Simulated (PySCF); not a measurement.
**Identify the compound**

Molecular formula: C6H9NO. Simulated spectra:

¹H NMR (400 MHz, computed): δ 4.04 (m, 2H), 4.03 (m, 2H), 2.87 (m, 1H), 1.79 (m, 2H), 1.49 (m, 2H).

¹³C{¹H} NMR (computed): δ 126.1, 67.6 (2C), 32.6 (2C), 24.9.

[PySCF 2.14: shielding tensors at PBE0/pcSseg-1 (GIAO); coordinates at the GFN2-xTB level; one averaged value for each set of equivalent atoms; isolated molecule; non-relativistic Hamiltonian; a single conformation]

Scale: TMS for ¹H (σ = 31.72 ppm), ¹³C (σ = 186.93 ppm) (reference shieldings calculated alike).

Which of these isomers gave the spectra?
A. C=C(C)[C@@H](C#N)OC
B. CCCc1ncco1
C. N#C[C@H]1CCCOC1
D. CCOC/C=C\C#N
E. C[C@]1(NC=O)[C@@H]2C[C@@H]21
F. N#CC1CCOCC1

Answers

F. 

The formula gives 3 degrees of unsaturation (1 ring in the answer). 4 carbon signals for 6 carbons: some carbons are equivalent by symmetry or fast rotation. Carbon types of the structure: 1 × C, 1 × CH, 4 × CH2, which accounts for all hydrogens. δC 126.1: nitrile carbon; typical of a nitrile. δC 67.6: sp3 CH2 bonded to O; pulled downfield by the heteroatom. δC 32.6: sp3 CH2 in a ring; saturated and bonded to C and H only. δC 24.9: sp3 CH α to a nitrile; a saturated carbon with 3 carbon neighbours and no heteroatom attached. δH 4.04, 4.03: hydrogen on an sp3 CH2 bonded to O; its carbon carries O, which withdraws density.

The others: C[C@]1(NC=O)[C@@H]2C[C@@H]21 would give 5 carbon signals, not 4; CCCc1ncco1 would give 6 carbon signals, not 4; CCOC/C=C\C#N would give 6 carbon signals, not 4; N#C[C@H]1CCCOC1 would give 6 carbon signals, not 4; C=C(C)[C@@H](C#N)OC would give 6 carbon signals, not 4.

Shifts are as computed. Against solution values, carbons near 30 ppm lie about +3 ppm off and those near 130 ppm about +5 ppm. Of 1211 compounds with measured shifts, 218 miss one by over three times the rms of a fit or turn the order of signals round; such compounds aren't used in these exercises. Multiplicities follow the n + 1 count of equivalent neighbours, as no J values were calculated; m marks all less simple cases, F and P coupling included.
